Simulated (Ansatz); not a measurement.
Relaxation of C2H8N2Si (13 atoms, charge 0, multiplicity 1), to a largest force component of 0.02 eV/Å in at most 40 steps.

All numbers below come from RKS PBE0-D4/STO-3G (Ansatz 0.2.0).

```xyz
13
Properties=species:S:1:pos:R:3
N -1.874 0.076 0.453
C -0.734 -0.447 -0.161
N -0.089 0.601 -0.941
C 1.406 0.144 -0.750
Si 0.841 -0.641 0.895
H -1.765 0.979 0.988
H -2.594 0.371 -0.255
H -0.890 -1.338 -0.743
H -0.218 1.562 -0.539
H 2.079 0.933 -0.670
H 1.641 -0.605 -1.468
H 1.346 -2.015 1.163
H 0.871 0.345 2.045
```

Where does it end, and by what steps?

The run converged. Limits of this set-up: minimal basis. After 17 steps the energy has fallen by 1.271 eV; H9 moved furthest, 1.29 Å.

```json
{"step": "0", "energy less start (eV)": "0.0000", "largest force component (eV/Å)": "5.184", "accepted": "yes"}
{"step": "1", "energy less start (eV)": "-1.0689", "largest force component (eV/Å)": "1.072", "accepted": "yes"}
{"step": "2", "energy less start (eV)": "-1.1782", "largest force component (eV/Å)": "0.485", "accepted": "yes"}
{"step": "3", "energy less start (eV)": "-1.1940", "largest force component (eV/Å)": "0.206", "accepted": "yes"}
{"step": "4", "energy less start (eV)": "-1.1994", "largest force component (eV/Å)": "0.119", "accepted": "yes"}
{"step": "5", "energy less start (eV)": "-1.2030", "largest force component (eV/Å)": "0.104", "accepted": "yes"}
{"step": "6", "energy less start (eV)": "-1.2070", "largest force component (eV/Å)": "0.144", "accepted": "yes"}
{"step": "7", "energy less start (eV)": "-1.2100", "largest force component (eV/Å)": "0.294", "accepted": "yes"}
{"step": "8", "energy less start (eV)": "-1.2135", "largest force component (eV/Å)": "0.314", "accepted": "yes"}
{"step": "9", "energy less start (eV)": "-1.2184", "largest force component (eV/Å)": "0.520", "accepted": "yes"}
{"step": "10", "energy less start (eV)": "-1.2241", "largest force component (eV/Å)": "0.513", "accepted": "yes"}
{"step": "11", "energy less start (eV)": "-1.2479", "largest force component (eV/Å)": "0.092", "accepted": "yes"}
{"step": "12", "energy less start (eV)": "-1.2595", "largest force component (eV/Å)": "0.434", "accepted": "yes"}
{"step": "13", "energy less start (eV)": "-1.2626", "largest force component (eV/Å)": "0.469", "accepted": "yes"}
{"step": "14", "energy less start (eV)": "-1.2686", "largest force component (eV/Å)": "0.214", "accepted": "yes"}
{"step": "15", "energy less start (eV)": "-1.2690", "largest force component (eV/Å)": "0.105", "accepted": "yes"}
{"step": "16", "energy less start (eV)": "-1.2706", "largest force component (eV/Å)": "0.041", "accepted": "yes"}
{"step": "17", "energy less start (eV)": "-1.2707", "largest force component (eV/Å)": "0.005", "accepted": "yes"}
```

```xyz
13
Properties=species:S:1:pos:R:3
N -1.747 0.414 0.638
C -0.801 -0.526 -0.043
N 0.014 0.005 -1.234
C 1.324 0.347 -0.533
Si 0.835 -0.809 0.864
H -1.220 1.318 0.784
H -2.466 0.679 -0.089
H -1.399 -1.400 -0.357
H -0.438 0.882 -1.615
H 1.412 1.405 -0.233
H 2.193 0.099 -1.162
H 1.371 -2.147 0.781
H 0.943 -0.301 2.213
```

Whether the end is a true minimum wasn't checked by a vibrational analysis.

Time of the run: 62 s on 1 thread of Intel(R) Xeon(R) Platinum 8259CL CPU @ 2.50GHz (Skylake/Cascade Lake), on a shared host, peak memory 0.15 GiB.
